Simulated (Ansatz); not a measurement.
Consider the ligand exchange at a Ge–N bond: `[OH][GeH2][NH][SiH3]` + `C[SiH](O)O` → `C[SiH](O)[O][GeH2][OH]` + `N[SiH3]`.

Program: Ansatz. Geometries: PBE0-D4/def2-TZVP. ΔE: electronic, gas phase. CCSD(T)/CBS is the MP2 limit (def2-TZVPP, def2-QZVPP) plus CCSD(T) − MP2 in def2-TZVPP, frozen cores. This one scheme is used for every species. DFT in def2-TZVPP. For Ge outer-core shells are correlated without core-valence functions, which leaves a few kJ/mol of doubt a bond. Scalar relativity is left out up to krypton. One conformer a species, not always the lowest.

```json
{"species": "`[OH][GeH2][NH][SiH3]`", "PBE energy (Eh)": "-2500.17587"}
{"species": "`C[SiH](O)O`", "PBE energy (Eh)": "-481.49413"}
{"species": "`C[SiH](O)[O][GeH2][OH]`", "PBE energy (Eh)": "-2634.60964"}
{"species": "`N[SiH3]`", "PBE energy (Eh)": "-347.07124"}
```

Question: Work out ΔE.

Answer: ΔE = (-2634.60964) + (-347.07124) − (-2500.17587) − (-481.49413) = -0.01088 Eh = -28.6 kJ/mol. CCSD(T)/CBS gives -31.2 kJ/mol.

Largest T1 diagnostic among the species: 0.012.

The D4 term adds −4.9 kJ/mol with B3LYP and −2.9 kJ/mol with PBE0; it sums over pairs of atoms, weighted by their polarisabilities, and B3LYP, whose exchange is more repulsive, gets the larger term.

B3LYP here is the variant with VWN-RPA as its local correlation; programs differ in this.
